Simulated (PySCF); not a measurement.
**Effect of structural changes**

Level of theory: PySCF 2.14.0, TDDFT CAM-B3LYP/aug-cc-pVDZ excited states, vertical, gas phase. Geometry: PBE0-D3(BJ)/def2-SVP.

Each molecule in one low-energy conformer.

The calculation is non-relativistic, which matters for the atoms heavier than Zn.

How does the largest two-photon cross section among the few lowest singlets (linear parallel light, single beam, Lorentzian half width 0.1 eV, states within 0.08 eV summed) change along this series?
- CC(=O)c1cccc(N)c1 (H on C replaced by NH2)
- CC(=O)c1cccc(O)c1 (H on C replaced by OH)
- CC(=O)c1cccc(Br)c1 (H on C replaced by Br)
- CC(=O)c1cccc(F)c1 (H on C replaced by F)


| molecule | S1 (eV) | f(S1) | largest σ (GM) | at photon λ (nm) |
| --- | --- | --- | --- | --- |
| CC(=O)c1cccc(N)c1 | 3.99 | 0.000 | 2.5 | 427 |
| CC(=O)c1cccc(O)c1 | 3.97 | 0.000 | 1.5 | 464 |
| CC(=O)c1cccc(Br)c1 | 3.96 | 0.000 | 3.1 | 404 |
| CC(=O)c1cccc(F)c1 | 3.95 | 0.000 | 1.5 | 454 |

The largest two-photon cross section among the few lowest singlets (linear parallel light, single beam, Lorentzian half width 0.1 eV, states within 0.08 eV summed) is lowest for CC(=O)c1cccc(O)c1 and highest for CC(=O)c1cccc(Br)c1.
